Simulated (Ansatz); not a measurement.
Consider the ligand exchange at a Ti–Cl bond: `C#[C][Ti]([F])([F])[Cl]` + H–F → `C#[C][Ti]([F])([F])[F]` + HCl.

Gas-phase electronic energies from Ansatz, PBE0-D4/def2-TZVP geometries. CCSD(T)/CBS adds triple-zeta CCSD(T) − MP2 to the extrapolated MP2 energy (def2 sets, frozen cores). This one scheme is used for every species. DFT in def2-TZVPP. For Ti outer-core shells are correlated without core-valence functions, which leaves a few kJ/mol of doubt a bond. Scalar relativity is left out up to krypton.

`C#[C][Ti]([F])([F])[Cl]`:

Cartesian coordinates in Å:
```
C 1.382 -1.457 0.644
C 0.602 -0.602 0.278
Ti -0.663 0.828 -0.320
F 0.065 1.687 -1.641
F -0.948 1.900 1.016
Cl -2.503 -0.145 -0.943
H 2.067 -2.210 0.966
```

H–F:

```xyz
2

F     0.409    0.208    0.032
H    -0.409   -0.208   -0.032
```

`C#[C][Ti]([F])([F])[F]`:

Cartesian coordinates in Å:
```
C 1.479 0.421 1.427
C 0.624 0.177 0.601
Ti -0.791 -0.225 -0.764
F -2.323 -0.351 0.049
F -0.395 -1.727 -1.545
F -0.825 1.071 -1.923
H 2.231 0.634 2.154
```

HCl:

Cartesian coordinates in Å:
```
Cl 0.592 0.221 -0.098
H -0.592 -0.221 0.098
```

CCSD(T)/CBS gives -13.7 kJ/mol.

Task: Another level gave -22.0 kJ/mol. Which?
A. r2SCANh-D4/def2-TZVPP
B. LC-ωPBE/def2-TZVPP
C. CAM-B3LYP-D4/def2-TZVPP
D. PBE-QIDH/def2-TZVPP

Result: A. r2SCANh-D4 -22.0, CAM-B3LYP-D4 -30.9, PBE-QIDH -16.0, LC-ωPBE -37.2 kJ/mol.

Task: What do rigid-rotor, harmonic-oscillator terms from PBE0-D4/def2-TZVP frequencies (298.15 K, 1 bar) make of the CCSD(T)/CBS value? (Best estimate.)

Result: Computed: ΔZPE = -4.4 kJ/mol, ΔH = -19.0 kJ/mol, ΔS = -8 J/(mol·K), ΔG = -16.5 kJ/mol.

Largest T1 diagnostic among the species: 0.023, so the coupled-cluster value is less sure than usual.

The D4 term adds +5.3 kJ/mol with B3LYP and +2.9 kJ/mol with PBE0; it sums over pairs of atoms, weighted by their polarisabilities, and B3LYP, whose exchange is more repulsive, gets the larger term. At CCSD(T), def2-SVP lies −23.6 kJ/mol from the extrapolated value and def2-TZVPP −6.7 kJ/mol. From PBE to PBE0 (25 % exact exchange), in def2-TZVPP and without D4, ΔE moves by +3.8 kJ/mol.

B3LYP here is the variant with VWN-RPA as its local correlation; programs differ in this.
